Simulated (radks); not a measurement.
The numbers below are computed, except where a source is named.
Question: Ru19+, 25 electrons, occupied as [Ar] 3d7. Level of theory: Dirac Kohn-Sham, PBEsol, spin-unpolarised, spherical densities, finite nucleus; open shells are shared between the two j in proportion to 2j + 1; Fermi nuclear charge, rms radius 4.4809 fm (a radial shooting solver on a logarithmic mesh with Libxc functionals).

Spin-orbit splittings of the eigenvalues, e(l+1/2) - e(l-1/2), with zeta = 2 splitting/(2l+1) and mean radii in bohr:

| shell | occ. | splitting (eV) | zeta (eV) | <r> j=l-1/2 | <r> j=l+1/2 |
|---|---|---|---|---|---|
| 2p | 6 | 131.4 | 87.62 | 0.1233 | 0.1280 |
| 3p | 6 | 24.78 | 16.52 | 0.3771 | 0.3862 |
| 3d | 7 | ? | ? | 0.3523 | 0.3551 |

Estimate the 3d splitting.

Answer: 5.119 eV (zeta = 2.048 eV).
